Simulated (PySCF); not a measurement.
**SMILES c1([Se]C)ccc(B(F)F)nc1, C₆H₆BF₂NSe**

Molfile (atoms numbered from 1):
```
C6H6BF2NSe
     RDKit          3D

 17 17  0  0  0  0  0  0  0  0999 V2000
    3.3199   -0.6592   -0.3732 C   0  0  0  0  0  0  0  0  0  0  0  0
    2.4667    1.0165   -0.8281 Se  0  0  0  0  0  2  0  0  0  0  0  0
    0.6834    0.6201   -0.3381 C   0  0  0  0  0  0  0  0  0  0  0  0
    0.2508   -0.6024    0.1783 C   0  0  0  0  0  0  0  0  0  0  0  0
   -1.0976   -0.7504    0.4895 C   0  0  0  0  0  0  0  0  0  0  0  0
   -1.9819    0.3142    0.2806 C   0  0  0  0  0  0  0  0  0  0  0  0
   -3.4970    0.1708    0.6131 B   0  0  0  0  0  0  0  0  0  0  0  0
   -4.3609    1.1450    0.4381 F   0  0  0  0  0  0  0  0  0  0  0  0
   -3.9642   -0.9729    1.0923 F   0  0  0  0  0  0  0  0  0  0  0  0
   -1.5555    1.4921   -0.2161 N   0  0  0  0  0  0  0  0  0  0  0  0
   -0.2800    1.6367   -0.5115 C   0  0  0  0  0  0  0  0  0  0  0  0
    3.2126   -0.8774    0.6978 H   0  0  0  0  0  0  0  0  0  0  0  0
    2.9216   -1.4834   -0.9802 H   0  0  0  0  0  0  0  0  0  0  0  0
    4.3847   -0.5251   -0.6059 H   0  0  0  0  0  0  0  0  0  0  0  0
    0.9425   -1.4313    0.3377 H   0  0  0  0  0  0  0  0  0  0  0  0
   -1.4698   -1.6941    0.8948 H   0  0  0  0  0  0  0  0  0  0  0  0
    0.0248    2.6118   -0.9135 H   0  0  0  0  0  0  0  0  0  0  0  0
  1  2  1  0
  2  3  1  0
  3  4  2  0
  4  5  1  0
  5  6  2  0
  6  7  1  0
  7  8  1  0
  7  9  1  0
  6 10  1  0
 10 11  2  0
 11  3  1  0
  1 12  1  0
  1 13  1  0
  1 14  1  0
  4 15  1  0
  5 16  1  0
 11 17  1  0
M  END
```

Computed with PySCF 2.14.0, quadratic response CAM-B3LYP/aug-cc-pVDZ first hyperpolarisability, Taylor convention, gas phase. Geometry: PBE0-D3(BJ)/def2-SVP.

The calculation is non-relativistic, which matters for the atoms heavier than Zn.

Task: Give the tensor of the second harmonic β(−2ω;ω,ω) at 1907 nm in the axes of these coordinates.

Result: In au, Taylor convention; rows are the first index (the induced dipole):
```tsv
	xx	yy	zz	xy	xz	yz
x	+1229.6	-90.7	-6.2	+123.7	-310.2	-29.4
y	+123.5	-47.8	-26.1	-86.2	-30.2	+1.9
z	-309.8	+2.9	+72.8	-30.2	-3.7	-25.9
```
Norm of βᵢ = ⅓ Σⱼ (βᵢⱼⱼ + βⱼᵢⱼ + βⱼⱼᵢ): 1162.5 au, hyper-Rayleigh value 531.1 au.
